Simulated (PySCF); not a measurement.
## C₆ coefficients of unlike pairs at PBEsol

Calculated with PySCF 2.14 from the dipole response of each species, C₆(A,B) = (3/π) ∫ α_A(iu) α_B(iu) du, in atomic units, from isotropic polarisabilities. For ions this is the dispersion term alone; charge-induced terms of lower order in 1/R come first.

| species | configuration | basis | relativity | α (bohr³) | C₆ (like pair) |
| --- | --- | --- | --- | --- | --- |
| Xe³⁺ | [Kr] 4d10 5s2 5p3 (4S) | aug-cc-pwCVTZ-PP with ECP28MDF (8s7p6d4f1g) | core potential | 9.405 | 55.82 |
| Mo³⁺ | [Kr] 4d3 (4F) | aug-cc-pVDZ-PP with ECP28MDF (5s5p4d2f) | core potential | 6.000 | 26.58 |
| Al²⁺ | [Ne] 3s1 (2S) | aug-cc-pwCVTZ (8s7p5d3f) | none | 13.58 | 36.41 |
| Ti | [Ar] 3d2 4s2 (3F) | x2c-QZVPPall with one added diffuse shell each of s, p, d, f, g type (12s8p6d4f3g) | spin-free X2C | 102.8 | 1184 |

Estimate C₆ for Al²⁺ with Xe³⁺.

The integral gives 39.10. The combination rule 2 C_A C_B / (C_A α_B/α_A + C_B α_A/α_B) gives 38.41 and the geometric mean 45.08.

No spin-orbit coupling is included.

The other pairs:

| pair | C₆ |
| --- | --- |
| Ti, Mo³⁺ | 127.1 |
| Ti, Xe³⁺ | 194.5 |
| Al²⁺, Mo³⁺ | 25.79 |
| Ti, Al²⁺ | 201.3 |
| Mo³⁺, Xe³⁺ | 38.33 |
